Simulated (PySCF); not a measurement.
Compound: C5H5FS.
Atom-mapped SMILES: `[CH2:1]=[CH:2]/[C:3]([F:4])=[CH:5]/[CH:6]=[S:7]` (hydrogens: H8, H9 on C1; H10 on C2; H11 on C5; H12 on C6)

Computed by this run: BHandHLYP/cc-pVDZ geometry optimisation, gas phase in PySCF; density fitting, grid level 1; the optimiser is geomeTRIC in internal coordinates, started from a GFN2-xTB structure.

Step 1: E = -18813.2228 eV
```
atom  x, y, z in Å  |  force x, y, z in eV/Å
C1     -2.4088   -0.5222   -0.0090   -0.081   0.038   0.004
C2     -1.2562   -0.1778   -0.5767    0.105  -0.059  -0.069
C3      0.0014   -0.1346    0.1402   -0.228  -0.009  -0.066
F4     -0.0377   -0.6946    1.3460    0.016   0.142   0.185
C5      1.1406    0.4126   -0.3087    0.315  -0.159  -0.110
C6      2.3566    0.4455    0.4578   -0.205   0.050   0.121
S7      3.7878    0.9994   -0.0787    0.061   0.027  -0.053
H8     -3.3266   -0.5454   -0.5858    0.016   0.016   0.030
H9     -2.4685   -0.7589    1.0474    0.020  -0.103  -0.041
H10    -1.2024    0.0916   -1.6261   -0.032   0.048   0.022
H11     1.1578    0.8058   -1.3176   -0.039   0.074   0.030
H12     2.2622    0.0848    1.4834    0.053  -0.066  -0.053
```

Step 2: E = -18813.2429 eV
```
atom  x, y, z in Å  |  force x, y, z in eV/Å
C1     -2.4129   -0.5338   -0.0248    0.008  -0.083   0.013
C2     -1.2558   -0.1680   -0.5716    0.037  -0.060   0.074
C3     -0.0076   -0.1160    0.1613   -0.004   0.178  -0.028
F4     -0.0549   -0.5902    1.4052   -0.105  -0.029  -0.020
C5      1.1442    0.4000   -0.3007    0.011  -0.120   0.001
C6      2.3605    0.4377    0.4620   -0.072  -0.011  -0.129
S7      3.7744    0.9932   -0.1224    0.087   0.036   0.067
H8     -3.3288   -0.5387   -0.6036    0.012  -0.016  -0.014
H9     -2.4711   -0.8422    1.0124   -0.003   0.030   0.020
H10    -1.1958    0.1208   -1.6152    0.001   0.083   0.032
H11     1.1579    0.7921   -1.3100    0.019  -0.023   0.001
H12     2.2960    0.0511    1.4794    0.009   0.014  -0.018
```

**Question.** Estimate the geometry and energy of step 3. (The exact step hangs on the optimiser's Hessian estimate; all steps are aligned on step 2, rigid shifts and turns removed.)

**Answer.** E = -18813.2469 eV, largest force 0.173 eV/Å
```
atom  x, y, z in Å  |  force x, y, z in eV/Å
C1     -2.4028   -0.5580   -0.0133    0.020  -0.094  -0.046
C2     -1.2673   -0.1426   -0.5715    0.023   0.050  -0.035
C3     -0.0150   -0.0755    0.1480   -0.052   0.071   0.044
F4     -0.0966   -0.5048    1.4074    0.162  -0.034  -0.012
C5      1.1541    0.3917   -0.3284    0.021   0.015  -0.023
C6      2.3616    0.4285    0.4456    0.039  -0.080   0.149
S7      3.8158    0.9651   -0.0585   -0.138   0.016  -0.087
H8     -3.3270   -0.5752   -0.5774   -0.009  -0.019  -0.021
H9     -2.4303   -0.9082    1.0118   -0.014   0.075   0.017
H10    -1.2318    0.1793   -1.6061   -0.021   0.050   0.006
H11     1.1811    0.7639   -1.3447   -0.018  -0.052  -0.037
H12     2.2643    0.0420    1.4592   -0.013   0.002   0.046
```

The energy changes by -0.0041 eV. The first-order estimate −F·Δx gives -0.0242 eV and the mean of the old and new forces, exact on a quadratic surface, -0.0038 eV. The step makes an angle of 69° with the force vector and moves no atom by more than 0.095 Å.

The cost below is that of the whole optimisation. On one thread of an Arm Neoverse N1, shared host with 64 logical CPUs at a one-minute load of 54, this took 69 s wall and 0.53 GiB of memory at its peak.
